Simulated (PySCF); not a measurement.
Compound: C₂H₇NOSSi.
Z-matrix (Å and degrees, PBE0-D3(BJ)/def2-SVP geometry), rows numbered from 1:
```
C 
S   1  1.8221
Si  2  2.1408  1   98.90
N   3  1.7724  2  102.23  1   179.79
C   4  1.3595  3  117.39  2   179.69
O   5  1.2110  4  122.34  3    -0.14
H   1  1.0994  2  111.44  3    61.08
H   1  1.0993  2  111.43  3   -62.10
H   1  1.0979  2  106.63  3   179.47
H   3  1.4892  2  110.98  1   -61.47
H   3  1.4894  2  111.00  1    61.09
H   4  1.0144  3  124.04  2    -0.34
H   5  1.1156  4  114.84  3   179.97
```

The closed-shell ground state was solved at several levels (PySCF, density fitting, gas phase, non-relativistic).

| level | basis functions | total energy (Eh) | HOMO (eV) | LUMO (eV) | gap (eV) | dipole (D) |
| --- | --- | --- | --- | --- | --- | --- |
| PBE0/aug-cc-pVDZ | 209 | -897.6726 | -7.09 | -0.46 | 6.63 | 2.61 |
| PBE0/6-31+G* | 130 | -897.6073 | -7.10 | -0.42 | 6.68 | 2.55 |
| PBE/def2-SVPD | 190 | -897.2224 | -5.93 | -1.20 | 4.73 | 2.63 |
| LDA/def2-SVPD | 190 | -893.5518 | -6.00 | -1.46 | 4.54 | 2.67 |
| CAM-B3LYP/def2-SVPD | 190 | -897.7104 | -8.42 | 0.60 | 9.02 | 2.67 |
| PBE0/6-31G* | 106 | -897.5962 | -6.97 | 0.18 | 7.15 | 2.25 |
| PBE0/def2-SVPD | 190 | -897.2950 | -7.12 | -0.27 | 6.85 | 2.66 |
| LC-wPBE/def2-SVPD | 190 | -897.4583 | -9.81 | 1.71 | 11.52 | 2.60 |
| B3LYP/def2-SVPD | 190 | -897.8311 | -6.89 | -0.50 | 6.39 | 2.68 |
| PBE0/def2-SVP | 127 | -897.2702 | -6.98 | 0.23 | 7.21 | 2.53 |
| wB97X-D/def2-SVPD | 190 | -897.7172 | -8.95 | 1.44 | 10.39 | 2.62 |
| BHandHLYP/def2-SVPD | 190 | -897.6658 | -8.19 | 0.47 | 8.66 | 2.70 |

**Question.** Estimate the row for PBE0/def2-TZVP, a basis of 240 functions; the other rows only guide the guess.

**Answer.** Total energy -897.7518 Eh, HOMO -7.09 eV, LUMO -0.16 eV, gap 6.93 eV, dipole 2.71 D.

**Question.** Over all these levels, which gives the widest orbital gap and which the narrowest?

**Answer.** LC-wPBE/def2-SVPD (range-separated hybrid) has the widest, 11.52 eV, and LDA/def2-SVPD (LDA) the narrowest, 4.54 eV. The two share the basis. From the narrowest to the widest the HOMO moves by -3.81 eV and the LUMO by +3.17 eV.

**Question.** How much does the basis alone move the frontier levels among the 6 PBE0 rows (the withheld one included)?

**Answer.** The HOMO by 0.15 eV and the LUMO by 0.69 eV. By rising basis size (HOMO, LUMO in eV): 6-31G* -6.97, 0.18; def2-SVP -6.98, 0.23; 6-31+G* -7.10, -0.42; def2-SVPD -7.12, -0.27; aug-cc-pVDZ -7.09, -0.46; def2-TZVP -7.09, -0.16.

**Question.** In the def2-SVPD basis, how does the gap go with the fixed share of exact exchange?

**Answer.** LDA (0 %) 4.54 eV; PBE (0 %) 4.73 eV; B3LYP (20 %) 6.39 eV; PBE0 (25 %) 6.85 eV; BHandHLYP (50 %) 8.66 eV. Each rise in the share widens the gap here.

**Question.** How far do the dipole and the HOMO energy spread over the levels?

**Answer.** The dipole runs from 2.25 to 2.71 D (mean 2.61 D) and the HOMO from -9.81 to -5.93 eV.

One conformer stands for the species.

wB97X-D is run here without its empirical dispersion term; that term would change no orbital, density or response property at a fixed geometry.
